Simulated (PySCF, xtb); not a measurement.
CH4, SMILES C.

GFN2-xTB in xtb at its own geometry gives an orbital gap of 17.34 eV and a dipole moment of 0.00 D.

Coordinates come from a PBE-D3(BJ)/def2-TZVPD optimisation.

What does M06-2X/def2-TZVPD in PySCF give? (An estimate is asked for; the answer gives what the named calculation found.)

gap 13.03 eV (levels -12.35 and 0.68 eV), dipole 0.00 D.
